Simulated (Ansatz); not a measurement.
Cost and result for the atomization energy of CH$_{7}$ClN$_{2}$Si, SMILES `C[Si](N)(N)Cl` (12 atoms, 11 bonds).

| atom | x (Å) | y (Å) | z (Å) |
| --- | --- | --- | --- |
| C1 | -1.343 | -0.104 | -0.858 |
| Si2 | 0.036 | 0.036 | 0.377 |
| N3 | 1.093 | -1.285 | 0.571 |
| N4 | 0.993 | 1.373 | -0.063 |
| Cl5 | -0.888 | 0.179 | 2.239 |
| H6 | -1.998 | -0.940 | -0.602 |
| H7 | -0.944 | -0.272 | -1.862 |
| H8 | -1.953 | 0.803 | -0.876 |
| H9 | 0.885 | -2.035 | 1.207 |
| H10 | 1.736 | -1.553 | -0.155 |
| H11 | 1.815 | 1.598 | 0.474 |
| H12 | 0.569 | 2.200 | -0.452 |

The species carries charge 0 and has multiplicity 1. All single points use the PBE0-D4/def2-TZVP geometry. It is one conformer, not always the lowest. Program: Ansatz. All runs use 4 threads of an Arm Neoverse V2 on a shared host. Times are those of one run each, without the atoms' runs, and a repeat can differ threefold. Electronic energies, without spin–orbit coupling; frozen cores. CCSD(T)/CBS adds CCSD(T) − MP2 in def2-TZVPP to the MP2 limit, and its time is that of the two runs behind it. T1 = 0.009. HSE06 is the plane-wave form, built on full-range PBE exchange.

CCSD(T)/CBS is a level of theory with its own doubt, some kJ/mol a heavy atom from the limit and from the frozen cores, so smaller differences don't rank the functionals.

| level | functions | wall time | atomization (kcal/mol) | difference from CCSD(T)/CBS | per bond |
| --- | --- | --- | --- | --- | --- |
| revPBE-D4/def2-TZVPP | 275 | 2.4 s | 1035.7 | -11.1 | -1.0 |
| PBE-D4/def2-TZVPP (with forces) | 275 | 2.9 s | 1059.7 | 12.9 | 1.2 |
| PBE0-D4/def2-TZVPP | 275 | 3.7 s | 1043.9 | -2.9 | -0.3 |
| BHLYP-D4/def2-TZVPP | 275 | 3.8 s | 1019.6 | -27.2 | -2.5 |
| HSE06-D4/def2-TZVPP | 275 | 3.9 s | 1044.5 | -2.3 | -0.2 |
| CAM-B3LYP-D4/def2-TZVPP | 275 | 4.2 s | 1051.1 | 4.3 | 0.4 |
| CCSD(T)/def2-SVP | 113 | 6 s | 962.9 | -83.9 | -7.6 |
| PBE-QIDH/def2-TZVPP | 275 | 6.5 s | 1035.1 | -11.7 | -1.1 |
| B97M-V/def2-TZVPP | 275 | 10 s | 1048.1 | 1.3 | 0.1 |
| ωB97M-V/def2-TZVPP (with forces) | 275 | 13 s | 1051.9 | 5.1 | 0.5 |
| MP2/def2-QZVPP | 521 | 25 s | 1047.4 | 0.6 | 0.1 |
| CCSD(T)/def2-TZVPP | 275 | 3.6 min | 1013.6 | -33.2 | -3.0 |
| CCSD(T)/CBS(def2) | – | 4 min | 1046.8 | 0.0 | 0.0 |

At CCSD(T), def2-SVP lies −83.8 kcal/mol from the extrapolated value and def2-TZVPP −33.2 kcal/mol: correlation converges slowly with the basis, and small sets miss more of it in the bonded molecule than in its fragments. From PBE to PBE0 (25 % exact exchange), in def2-TZVPP and without D4, the atomization energy moves by −14.8 kcal/mol: exact exchange takes away binding that semilocal exchange gives to molecules. Leaving LDA and LC-ωPBE aside and taking each functional with its dispersion term where it has one, the values spread over 40.1 kcal/mol, from BHLYP-D4 to PBE-D4. LDA lies +133.1 kcal/mol from PBE without D4, its usual overbinding.
